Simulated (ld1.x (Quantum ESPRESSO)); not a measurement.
antimony: excitation energies, all-electron against RRKJ

antimony (Sb), norm-conserving RRKJ (Kleinman–Bylander form), made with ld1.x (Quantum ESPRESSO) 7.5 (PW91, scalar-relativistic). Core [Kr], reference 4d10 5s1 5p4. Waves: 5s (bound): rc 1.70 bohr; 5p (bound): rc 1.80 bohr; 4d (bound): rc 1.25 bohr. Local part: all-electron potential smoothed inside 1.65 bohr (lloc = -1). Core correction: Bessel-smoothed model core inside 0.85 bohr.

Energies are relative to the spin-unpolarised reference configuration 4d10 5s1 5p4; without spin polarisation the order of configurations can differ from experiment.

```json
{"valence configuration": "4d10 5s2 5p3", "charge": "0", "ΔE all-electron (eV)": "-8.139", "error AE − PS (meV)": "+0.8"}
{"valence configuration": "4d10 5s2 5p2", "charge": "+1", "ΔE all-electron (eV)": "0.237", "error AE − PS (meV)": "-3.1"}
{"valence configuration": "4d10 5s2 5p1", "charge": "+2", "ΔE all-electron (eV)": "16.283", "error AE − PS (meV)": "-0.6"}
{"valence configuration": "4d10 5s1 5p3", "charge": "+1", "ΔE all-electron (eV)": "8.995", "error AE − PS (meV)": "+4.1"}
{"valence configuration": "4d10 5s2 5p0", "charge": "+3", "ΔE all-electron (eV)": "40.792", "error AE − PS (meV)": "-17"}
{"valence configuration": "4d10 5s2 5p3.3", "charge": "-0.3", "ΔE all-electron (eV)": "-9.311", "error AE − PS (meV)": "+3.0"}
```

Q: What are ΔE and the potential's error for 4d10 5s0 5p5?

A: ΔE = 8.349 eV all-electron; the error (AE − PS) is +1.1 meV.

Levels in the configuration 4d10 5s2 5p1:

```
level  all-electron (eV)  pseudo (eV)
   4d            -51.928      -51.790
   5s            -29.529      -29.505
   5p            -20.169      -20.163
```

Note: ghost state, extra bound levels that the all-electron valence spectrum of the same l lacks: s at -54.4 eV. A true bound ghost makes a file unfit for plane-wave use.
